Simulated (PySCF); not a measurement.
A calculated (MN15, PySCF 2.14, jorge-DZP-DKH, the spin-free X2C one-electron Hamiltonian (Gaussian nucleus)) atom or ion has these occupied shells.

```tsv
shell	electrons	orbital energy (eV)	rms radius, mean of both spins (bohr)
1s α	1	-3133.8	0.0997
1s β	1	-3133.6	0.0997
2s α	1	-310.82	0.456
2s β	1	-310.60	0.456
2p α	3	-249.65	0.419
2p β	3	-249.48	0.419
3s α	1	-40.367	1.49
3s β	1	-38.810	1.49
3p α	3	-25.341	1.68
3p β	2	-24.294	1.68
```

(1) Name the element and its charge.

## Answers

(1) Ar⁺ (argon, charge +1), in [Ne] 3s2 3p5, 2P determinant.
